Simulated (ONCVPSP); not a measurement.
**Scattering properties, ONCV potential for Nd**

- Element: Nd
- Generator: ONCVPSP 4.0.1
- Type: optimised norm-conserving Vanderbilt (ONCV)
- Functional: LDA (Perdew-Zunger)
- Relativity: fully relativistic
- Frozen core: [Kr] 4d10
- Valence charge: 14
- Reference configuration: 4f4 5s2 5p6 6s1 6p1
- Partial waves: 5s+6s: rc 2.80 bohr, ncon 4, nbas 7, qcut 4.3 1/bohr, 2 projectors; 5p+6p: rc 2.35 bohr, ncon 4, nbas 8, qcut 6.6 1/bohr, 2 projectors; d scattering state at 0.2 Ha: rc 2.20 bohr, ncon 4, nbas 7, qcut 4 1/bohr, 1 projector; 4f: rc 1.60 bohr, ncon 4, nbas 8, qcut 10.6 1/bohr, 2 projectors, debl 3.1 Ha
- Local potential: polynomial inside 1.20 bohr (lpopt 5, dvloc0 4 Ha)
- Core correction: Teter function, fcfact 5, rcfact 1.15

Open shells are filled in proportion to 2j + 1.

In the d channel the program set the typed energies aside and used 0.050 Ha (j = l + 1/2; the other j can differ).

The phase is arctan(r·R′/R) of the radial function R(r), unwrapped; energies in Ha, scanned from -3 to 5 Ha. A pole is an energy at which the radial function vanishes at the test radius. The pseudo phase is shifted by a multiple of π to meet the all-electron one at the reference energy, and phase errors are pseudo minus all-electron; the curves can meet again beyond the range given. Levels narrower than the energy grid can be missing from the lists of poles. Where the grid stepped over a known ghost or core level, its pole and its step of π were put in at the level’s energy.

Q: For each channel, where are the poles, and over which energies does the pseudopotential scatter like the atom?

A:

| channel | radius (bohr) | reference energy (Ha) | poles, all-electron | poles, pseudo | unbroken range about the reference energy with phases within 0.05 rad | phase error 1 Ha above the reference energy (rad) |
| --- | --- | --- | --- | --- | --- | --- |
| s | 2.85 | -0.16 | -1.48, 1.63 | -1.48, -0.20, 1.65 | -0.2 to 3.3 | +0.003 |
| p3/2 | 2.38 | -0.07 | -0.38, 4.33 | -0.38, 3.95 | below 4.3 | -0.001 |
| p1/2 | 2.38 | -0.07 | -0.57, 4.04 | -0.57, 3.79 | below 4.4 | -0.002 |
| d5/2 | 2.23 | 0.05 | 1.26 | 1.19, 4.33 | below 1.8 | -0.012 |
| d3/2 | 2.23 | 0.05 | 1.21 | 1.13, 4.33 | below 1.7 | -0.015 |
| f7/2 | 1.62 | -0.11 | 0.32 | 0.32 | the whole range | +0.001 |
| f5/2 | 1.62 | -0.12 | 0.29 | 0.29 | the whole range | +0.001 |

Note: ghosts flagged at negative energy: s at -5.3 eV; GHOST(+) flagged for p3/2 at 128.8 eV. A true bound ghost makes a file unfit for plane-wave use.

Phases in the f5/2 channel:

| E (Ha) | all-electron | pseudo |
| --- | --- | --- |
| -2.98 | 1.251 | 1.251 |
| -2.76 | 1.234 | 1.235 |
| -2.54 | 1.215 | 1.216 |
| -2.32 | 1.193 | 1.194 |
| -2.10 | 1.166 | 1.167 |
| -1.88 | 1.132 | 1.133 |
| -1.66 | 1.088 | 1.089 |
| -1.44 | 1.028 | 1.030 |
| -1.22 | 0.942 | 0.944 |
| -1.00 | 0.805 | 0.807 |
| -0.78 | 0.556 | 0.558 |
| -0.56 | 0.060 | 0.061 |
| -0.34 | -0.668 | -0.668 |
| -0.12 | -1.173 | -1.173 |
| 0.10 | -1.433 | -1.433 |
| 0.32 | -1.586 | -1.585 |
| 0.54 | -1.694 | -1.693 |
| 0.76 | -1.783 | -1.782 |
| 0.98 | -1.867 | -1.866 |
| 1.20 | -1.957 | -1.956 |
| 1.42 | -2.062 | -2.060 |
| 1.64 | -2.194 | -2.192 |
| 1.86 | -2.373 | -2.371 |
| 2.08 | -2.623 | -2.621 |
| 2.30 | -2.958 | -2.956 |
| 2.52 | -3.337 | -3.336 |
| 2.74 | -3.675 | -3.674 |
| 2.96 | -3.926 | -3.926 |
| 3.18 | -4.102 | -4.101 |
| 3.40 | -4.226 | -4.226 |
| 3.62 | -4.317 | -4.316 |
| 3.84 | -4.386 | -4.384 |
| 4.06 | -4.439 | -4.438 |
| 4.28 | -4.483 | -4.481 |
| 4.50 | -4.519 | -4.516 |
| 4.72 | -4.549 | -4.546 |
| 4.94 | -4.576 | -4.572 |
